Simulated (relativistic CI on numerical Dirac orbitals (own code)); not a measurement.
## Electric-dipole lines of Bi XII

Computed by Dirac-Coulomb-Breit CI, orbitals from a KLI potential per configuration, model QED, unscaled Slater integrals (own radial code, finite nucleus).

CI space (outside the closed core [Kr] 4d10 4f14): 5s²5p⁶5d⁴, 5s²5p⁶5d³6s, 5s²5p⁶5d³5f, 5s²5p⁵5d⁵, 5s²5p⁶5d³6p, 5s²5p⁶5d³5g, 5s²5p⁶5d²6s6p, 5s5p⁶5d⁵, 5s²5p⁶5d²5f6s, 5s²5p⁶5d³6d, 5s²5p⁶5d³7s, 5s²5p⁶5d³7p, 5s²5p⁵5d⁴6s, 5s²5p⁶5d²6s², 5s²5p⁶5d5f6s², 5s²5p⁶5d6s²6p, 5s²5p⁶5d5g6s². Double excitations out of closed p, d and f shells are left out; levels of such configurations are missing from the list, as are those of other unlisted configurations, and high levels can miss mixing partners.

```csv
λ vac (Å),Lower,Upper,A (s⁻¹),gf,Branching (%)
179.33,5s²5p⁶5d⁴ ³H4 [7],5s²5p⁶5d³6p ³D°3 [142],2.99e+10,1.01e+00,51.6
181.24,5s²5p⁶5d⁴ ³H5 [10],5s²5p⁶5d³6p ³G°4 [149],3.90e+10,1.73e+00,58.1
181.44,5s²5p⁶5d⁴ ⁵D2 [3],5s²5p⁶5d³6p ⁵D°1 [96],3.18e+10,4.71e-01,61.2
181.48,5s²5p⁶5d⁴ ³H4 [7],5s²5p⁶5d³6p ⁵F°3 [129],2.71e+10,9.36e-01,44.0
181.48,5s²5p⁶5d⁴ ³H6 [12],5s²5p⁶5d³6p ¹H°5 [163],5.63e+10,3.06e+00,71.4
181.50,5s²5p⁶5d⁴ ³G4 [13],5s²5p⁶5d³6p ¹F°3 [172],2.07e+10,7.15e-01,37.7
182.58,5s²5p⁶5d⁴ ³F4 [4],5s²5p⁶5d³6p ³G°3 [99],3.87e+10,1.36e+00,65.8
182.68,5s²5p⁶5d⁴ ³G3 [8],5s²5p⁶5d³6p ³F°2 [131],3.90e+10,9.75e-01,60.9
182.78,5s²5p⁶5d⁴ ³H6 [12],5s²5p⁶5d³6p ⁵G°6 [150],1.33e+10,8.65e-01,56.3
183.71,5s²5p⁶5d⁴ ⁵D2 [3],5s²5p⁶5d³6p ⁵P°2 [88],1.82e+10,4.61e-01,43.3
183.87,5s²5p⁶5d⁴ ³G4 [13],5s²5p⁶5d³6p ³F°4 [155],1.90e+10,8.65e-01,38.8
184.91,5s²5p⁶5d⁴ ³H5 [10],5s²5p⁶5d³6p ³G°4 [130],1.60e+10,7.40e-01,57.0
185.46,5s²5p⁶5d⁴ ⁵D3 [5],5s²5p⁶5d³6p ³D°3 [90],1.15e+10,4.17e-01,34.2
188.49,5s²5p⁶5d⁴ ³H5 [10],5s²5p⁶5d³6p ³G°5 [115],1.48e+10,8.65e-01,34.3
189.26,5s²5p⁶5d⁴ ⁵D2 [3],5s²5p⁶5d³6p ⁵P°1 [85],2.30e+10,3.70e-01,47.3
189.88,5s²5p⁶5d⁴ ³H4 [7],5s²5p⁶5d³6p ³H°4 [97],3.03e+10,1.48e+00,60.1
190.21,5s²5p⁶5d⁴ ³H6 [12],5s²5p⁶5d³6p ³G°5 [115],1.18e+10,7.05e-01,27.5
191.02,5s²5p⁶5d⁴ ³H6 [12],5s²5p⁶5d³6p ³I°6 [112],1.75e+10,1.24e+00,66.9
191.28,5s²5p⁶5d⁴ ⁵D2 [3],5s²5p⁶5d³6p ⁵D°3 [83],2.14e+10,8.21e-01,49.1
191.57,5s²5p⁶5d⁴ ³F4 [4],5s²5p⁶5d³6p ³F°4 [84],3.61e+10,1.79e+00,70.2
191.68,5s²5p⁶5d⁴ ⁵D3 [5],5s²5p⁶5d³6p ³F°4 [84],9.80e+09,4.86e-01,19.1
192.12,5s²5p⁶5d⁴ ³P0 [1],5s²5p⁶5d³6p ³D°1 [72],3.10e+10,5.14e-01,84.2
192.23,5s²5p⁶5d⁴ ⁵D1 [2],5s²5p⁶5d³6p ³D°2 [76],1.85e+10,5.12e-01,76.1
193.60,5s²5p⁶5d⁴ ³F4 [4],5s²5p⁶5d³6p ⁵D°3 [83],1.26e+10,4.95e-01,28.9
193.86,5s²5p⁶5d⁴ ³F4 [4],5s²5p⁶5d³6p ³G°5 [82],7.86e+09,4.87e-01,67.5
511.85,5s²5p⁶5d³6s ⁵F3 [37],5s²5p⁶5d³6p ⁵G°4 [123],5.63e+09,1.99e+00,20.7
512.05,5s²5p⁶5d³6s ⁵F4 [39],5s²5p⁶5d³6p ⁵G°5 [141],7.40e+09,3.20e+00,27.9
513.41,5s²5p⁶5d³6s ⁵F2 [36],5s²5p⁶5d³6p ³G°3 [99],5.94e+09,1.64e+00,10.1
514.32,5s²5p⁶5d³6s ³G5 [42],5s²5p⁶5d³6p ⁵G°6 [150],9.30e+09,4.79e+00,39.4
529.77,5s²5p⁶5d³6s ³H4 [44],5s²5p⁶5d³6p ³F°4 [155],4.91e+09,1.86e+00,10.0
```

Terms are leading LS components. Brackets give the number of a level in order of energy, since labels repeat. The list gives strong lines, with weight on those to low levels, without lines whose two gauges differ by over a factor of 2.5, among the lowest 200 of 1893 levels, so that lines to higher ones, which can be the strongest, are missing. Levels whose partners in the same complex of configurations lie outside the list can be far off, and so can their lines. Rates are taken at the computed energies, electric ones in the length gauge.

At this charge energies of transitions that change n are usually good to better than 1 %, and those within a shell (Δn = 0) to a few per cent. Terms inside the open d or f shell come out 10 to 20 % too wide with unscaled integrals. Levels and lines within the n = 5 or 6 shells can be off by up to 10 % or somewhat more, and those that change n by about 2 %, since core polarisation is missing.

LS names give the leading component of a level, which can be under half, so a name can repeat, a term be missing and a line seem to break the LS rules.
